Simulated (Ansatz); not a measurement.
Which method gave which barrier?

Saddle point of CH8SeSi, singlet (CH₆Si ([CH3][SiH3]) + H₂Se → CH₆SeSi ([CH3][SiH2][SeH]) + H₂; bonds formed: Si1–Se7, H2–H6; bonds broken: Si1–H2, H6–Se7), PBE0-D4/def2-TZVP structure:

```json
{"atom": "Si1", "x (Å)": "-0.4522", "y (Å)": "0.1534", "z (Å)": "-0.2421"}
{"atom": "H2", "x (Å)": "0.3111", "y (Å)": "-1.2938", "z (Å)": "0.2861"}
{"atom": "H3", "x (Å)": "-1.8254", "y (Å)": "-0.3785", "z (Å)": "-0.3587"}
{"atom": "H4", "x (Å)": "-0.1696", "y (Å)": "1.3490", "z (Å)": "-1.0801"}
{"atom": "C5", "x (Å)": "-0.0727", "y (Å)": "0.7752", "z (Å)": "1.4885"}
{"atom": "H6", "x (Å)": "0.3712", "y (Å)": "-1.4613", "z (Å)": "-0.6531"}
{"atom": "Se7", "x (Å)": "0.2261", "y (Å)": "-1.2332", "z (Å)": "-2.4802"}
{"atom": "H8", "x (Å)": "-0.3622", "y (Å)": "0.0664", "z (Å)": "2.2668"}
{"atom": "H9", "x (Å)": "-0.6096", "y (Å)": "1.7179", "z (Å)": "1.6441"}
{"atom": "H10", "x (Å)": "0.9947", "y (Å)": "0.9880", "z (Å)": "1.5961"}
{"atom": "H11", "x (Å)": "1.5885", "y (Å)": "-0.6832", "z (Å)": "-2.4674"}
```

Computed with Ansatz 0.2.0 (basis: def2-TZVPP, with def2-QZVPP for the basis limit); correlated methods freeze the cores. Filled d shells of the heavier atoms are correlated. The def2 sets are not built for correlating such inner shells, so the correlated values are less sure here. B3LYP uses VWN-RPA correlation. Extrapolation: Hartree–Fock as exp(−7.88 √X), correlation as X^−2.97. Four methods, as single points on the PBE0-D4 structures, gave these electronic barriers from the start structure: 1.379, 2.019, 2.086, 2.883 eV.

Q: The methods were, in alphabetical order, B3LYP-D4, HF, MP2, SPW92. Which gave which? (A judgement: the text doesn't fix the answer.)

A: By the calculation: SPW92 1.379; B3LYP-D4 2.019; MP2 2.086; HF 2.883 eV. For comparison, CCSD(T) at an estimated basis limit (MP2 extrapolated from triple and quadruple zeta, plus CCSD(T) − MP2 in triple zeta) gives 2.088 eV.

The T1 diagnostic stays at or below 0.012.

Labels in which every atom is bracketed show which atoms are joined, not bond orders.

For scale, one of the runs: CCSD(T)/def2-TZVPP, 233 basis functions, launched by `ansatz run in.yaml --threads 4 --pin off --events-out ev --progress --plain --max-ram 9574MiB`. Time: 2 min of wall clock on 4 CPU threads of an Arm Neoverse V1; the host was shared. Peak host memory: 4 GiB.
